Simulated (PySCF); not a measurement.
## SMILES C(C)(=O)C1=C/C(=C/O)C=C1, C8H8O2

Cartesian coordinates in Å; atom numbers follow the order of the lines, from 1:
```xyz
18

C    -3.1516    0.4772    0.4438
C    -2.2146   -0.5102   -0.2108
O    -2.6349   -1.4797   -0.8100
C    -0.7650   -0.2616   -0.1006
C    -0.1252    0.7742    0.5320
C     1.3006    0.5785    0.3620
C     2.2521    1.4150    0.8576
O     3.5609    1.2802    0.7292
C     1.4779   -0.6436   -0.4143
C     0.2408   -1.1396   -0.6867
H    -2.9571    0.5377    1.5258
H    -4.1869    0.1575    0.2743
H    -3.0047    1.4860    0.0278
H    -0.5808    1.6051    1.0706
H     1.9852    2.3090    1.4299
H     3.7594    0.4822    0.2196
H     2.4266   -1.0859   -0.7239
H    -0.0047   -2.0410   -1.2471
```

Method: quadratic response CAM-B3LYP/aug-cc-pVDZ first hyperpolarisability, Taylor convention, gas phase (PySCF 2.14.0). Geometry: PBE0-D3(BJ)/def2-SVP.

(1) Give the tensor of the static β(0;0,0) in the axes of these coordinates.

Answers

(1) In au, Taylor convention; rows are the first index (the induced dipole):
|  | xx | yy | zz | xy | xz | yz |
| --- | --- | --- | --- | --- | --- | --- |
| x | +746.3 | -25.7 | -16.4 | +100.2 | +38.6 | -16.7 |
| y | +100.2 | -49.2 | -17.6 | -25.7 | -16.7 | -24.1 |
| z | +38.6 | -24.1 | -16.7 | -16.7 | -16.4 | -17.6 |

Norm of βᵢ = ⅓ Σⱼ (βᵢⱼⱼ + βⱼᵢⱼ + βⱼⱼᵢ): 704.9 au, hyper-Rayleigh value 308.4 au.
